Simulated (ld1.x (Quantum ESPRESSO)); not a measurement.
## O (Z = 8): PAW pseudisation with PBEsol, scalar-relativistic reference atom.

oxygen (O), PAW, made with ld1.x (Quantum ESPRESSO) 7.5 (PBEsol, scalar-relativistic). Core [He], reference 2s2 2p2 (charge +2). Waves: 2s (bound): rcut 0.70, rcutus 0.85 bohr; 2s channel at -1.9 Ry: rcut 0.70, rcutus 0.85 bohr; 2p (bound): rcut 1.40, rcutus 1.55 bohr; 2p channel at -2.55 Ry: rcut 1.40, rcutus 1.55 bohr; 3d channel at 0.05 Ry: rcut 1.10, rcutus 1.35 bohr; 3d channel at 0.8 Ry: rcut 1.10, rcutus 1.35 bohr. Local part: all-electron potential smoothed inside 0.80 bohr (lloc = -1). Core correction: Bessel-smoothed model core inside 0.85 bohr. Augmentation charge: BESSEL, radius 0.75 bohr.

All-electron outer shells of the reference configuration (PBEsol, scalar-relativistic, ld1.x):

```json
{"shell": "2s", "level (eV)": "-58.13", "outermost node (bohr)": "0.28", "outermost maximum (bohr)": "0.84"}
{"shell": "2p", "level (eV)": "-43.11", "outermost node (bohr)": "–", "outermost maximum (bohr)": "0.75"}
```

Results:

| Item | Value |
| --- | --- |
| Largest excitation error | -8.1 meV (all-electron minus pseudo) for 2s2 2p0, out of 7 test configurations |
| Lowest eigenvalue of the overlap operator | -1.55 (d channel); it is negative, so in a basis up to 400 Ry S is not positive definite and the file is unfit for use |

The ghost test of this file was not conclusive. Its overlap operator is not positive definite in a basis up to 400 Ry (lowest eigenvalue d -1.55), so the file is unfit for use: the generalised eigenproblem breaks down once the basis is large enough, and its test numbers describe a broken file.

Generation and tests took about 2 s on one core of a shared server CPU.
